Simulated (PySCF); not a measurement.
NMR data simulated for an unnamed compound:

1H NMR (600 MHz, computed): δ 8.39 (br s, 1H), 7.66 (m, 1H), 7.33 (m, 1H), 3.16 (s, 1H).

13C{1H} NMR (computed): δ 143.7 (CH), 136.7 (CH), 115.5 (C), 93.1 (CH), 77.9 (C).

[PySCF 2.14: GFN2-xTB geometry; NMR shieldings at PBE0/pcSseg-1/GIAO; one computed conformer; no solvent; no relativistic terms]

Chemical shifts δ = σref − σ; 1H (σref 31.72), 13C (σref 186.93) against TMS, all at this level.

Question: Which of these does the molecule contain: a non-aromatic C=C double bond, a (CH3)2CH unit, a methoxy group, an NH or NH2 group, a C≡C triple bond, a heteroaromatic ring?

Answer: 
- A non-aromatic C=C double bond: no.
- A (CH3)2CH unit: no.
- A methoxy group: no.
- An NH or NH2 group: yes (δH 8.39 (br s)).
- A C≡C triple bond: yes (δC 93.1, 77.9; δH 3.16 (s)).
- A heteroaromatic ring: yes.

The data belong to `C#Cc1cnc[nH]1`, C5H4N2; they needn't prove each group on their own.

Carbon signals by region: 3 in the sp2 and nitrile region (100–160 ppm), 2 at 50–100 ppm.

OH and NH positions are those of a molecule without intermolecular hydrogen bonds; in solution they move with solvent, concentration and temperature, and exchange usually removes their couplings. Shifts are as computed. Against solution values, carbons near 30 ppm lie about +3 ppm off and those near 130 ppm about +5 ppm. Of 1211 compounds with measured shifts, 218 miss one by over three times the rms of a fit or turn the order of signals round; such compounds aren't used in these exercises. Multiplicities follow the n + 1 count of equivalent neighbours, as no J values were calculated; m marks all less simple cases, F and P coupling included.
